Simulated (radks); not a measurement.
Excited configurations of I+: one electron is placed in a higher orbital outside [Kr] 4d10 5s2 5p3. The ground configuration is [Kr] 4d10 5s2 5p4. All-electron calculation, Dirac Kohn-Sham, PBE, spin-unpolarised, spherical densities, point nucleus; open shells fill j = l - 1/2 first. Program: a radial shooting solver on a logarithmic mesh with Libxc functionals. Excitation = E - E(ground); binding = E(ion) - E, where the ion is the core of charge +2; n* = 2/sqrt(2 binding) in atomic units, and the quantum defect is n - n*.

outer orbital  excitation (eV)  binding (eV)     n*  eigenvalue (eV)  <r> (bohr)
4f5/2                   15.605         3.742  3.814           -2.487       7.624
5d3/2                   11.323         8.024  2.604           -5.237       3.880
5f5/2                   16.668         2.678  4.508           -1.920       12.49
6p1/2                   12.519         6.828  2.823           -5.197       5.829
6d3/2                   15.138         4.208  3.596           -3.194       8.700
6f5/2                   17.424         1.923  5.320           -1.471       19.01
7s1/2                   14.707         4.640  3.425           -3.680       9.204
7p1/2                   15.498         3.849  3.760           -3.023       10.67
7d3/2                   16.699         2.648  4.534           -2.081       14.69

The Delta-SCF ionisation energy is 19.347 eV (NIST Atomic Spectra Database: 19.131 eV, measured). Self-interaction in the functional shifts the binding energies and quantum defects, so they are the method's values and not measured ones. Spin polarisation and multiplet splitting are left out, so open shells lie too high by an amount that depends on their filling.

Beside tabulated values, note that spin-unpolarised runs miss the spin-polarisation part of the exchange energy of open shells.
